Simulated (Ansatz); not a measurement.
`C=CCBr`. Charge 0, multiplicity 1. The geometry is a stationary point of PBE0-D4/def2-TZVP. It is one conformer, not always the lowest.

```xyz
9

C     0.858    0.885   -0.675
C    -0.309    0.320   -0.415
C    -0.611   -0.735    0.588
Br    0.907   -1.336    1.635
H     1.756    0.605   -0.137
H     0.945    1.649   -1.438
H    -1.190    0.628   -0.978
H    -1.348   -0.386    1.313
H    -1.008   -1.630    0.107
```

(1) What is the dipole moment at PBE/def2-TZVPP? (Estimate.)

(2) And with r2SCAN, B3LYP, ωB97M-V? (Best estimate.)

(3) Give the Mulliken charges with PBE, r2SCAN, B3LYP in def2-TZVPP. (Best estimate.)

Results:

(1) Ansatz gave: 1.83 D, with components (-1.46, 0.53, -0.96) D in this frame, pointing from negative to positive charge.

(2) The calculation gave: r2SCAN 1.94 D, B3LYP 1.88 D, ωB97M-V 1.87 D.

(3) Computed: 
```
atom    PBE  r2SCAN  B3LYP
  C1  -0.16   -0.16  -0.18
  C2  -0.18   -0.16  -0.18
  C3  -0.07    0.04  -0.07
 Br4  -0.13   -0.15  -0.13
  H5   0.08    0.09   0.10
  H6   0.10    0.08   0.11
  H7   0.09    0.08   0.11
  H8   0.13    0.09   0.13
  H9   0.13    0.09   0.13
```

B3LYP here is the variant with VWN-RPA as its local correlation; programs differ in this.
